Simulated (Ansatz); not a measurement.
```yaml
crystal:
  periodic: [false, false, false]
  atoms:
    - {symbol: C, position_ang: [-1.983991, -0.599011, 1.068024]}
    - {symbol: C, position_ang: [-1.642680, 0.668697, 1.827027]}
    - {symbol: C, position_ang: [-2.765243, 1.687569, 1.732595]}
    - {symbol: N, position_ang: [-0.426988, 1.265854, 1.270263]}
    - {symbol: Sn, position_ang: [1.262521, 0.199733, 1.186061]}
    - {symbol: Cl, position_ang: [2.924511, 1.836196, 1.114334]}
    - {symbol: Cl, position_ang: [1.551305, -1.126795, 3.084093]}
    - {symbol: N, position_ang: [1.435548, -1.106788, -0.317710]}
    - {symbol: C, position_ang: [1.821625, -0.641703, -1.651548]}
    - {symbol: C, position_ang: [0.846032, 0.417762, -2.126277]}
    - {symbol: C, position_ang: [1.839590, -1.835659, -2.590342]}
    - {symbol: H, position_ang: [-2.131819, -0.379688, 0.007739]}
    - {symbol: H, position_ang: [-1.193297, -1.352082, 1.147390]}
    - {symbol: H, position_ang: [-2.896883, -1.047064, 1.464998]}
    - {symbol: H, position_ang: [-1.509663, 0.404923, 2.887307]}
    - {symbol: H, position_ang: [-3.688980, 1.282297, 2.152006]}
    - {symbol: H, position_ang: [-2.518818, 2.597896, 2.285816]}
    - {symbol: H, position_ang: [-2.943103, 1.959186, 0.689153]}
    - {symbol: H, position_ang: [-0.236811, 2.170076, 1.687504]}
    - {symbol: H, position_ang: [2.006682, -1.890401, -0.021665]}
    - {symbol: H, position_ang: [2.828838, -0.197931, -1.644706]}
    - {symbol: H, position_ang: [-0.169367, 0.014873, -2.154554]}
    - {symbol: H, position_ang: [0.840295, 1.295294, -1.471653]}
    - {symbol: H, position_ang: [1.115159, 0.763354, -3.126197]}
    - {symbol: H, position_ang: [2.137471, -1.530029, -3.595986]}
    - {symbol: H, position_ang: [2.548246, -2.594972, -2.248707]}
    - {symbol: H, position_ang: [0.847921, -2.291887, -2.641466]}
basis:
  gaussian: {orbitals: def2-SVP}
hamiltonian: {xc: {name: wB97}}
kpoints: {mp_grid: {grid: [2, 2, 2]}}
output: {forces: true}
```

```sh
$ ansatz run in.yaml --threads 11 --pin off --events-out ev --progress --plain --max-ram 110592MiB --backend cpu
```

**Question.** How does Ansatz answer? (An estimate is asked.)

**Answer.** Computed: The input was rejected before any iteration.
```
Error: invalid value for `basis.gaussian`: such a run doesn't read kpoints; remove what it names
```
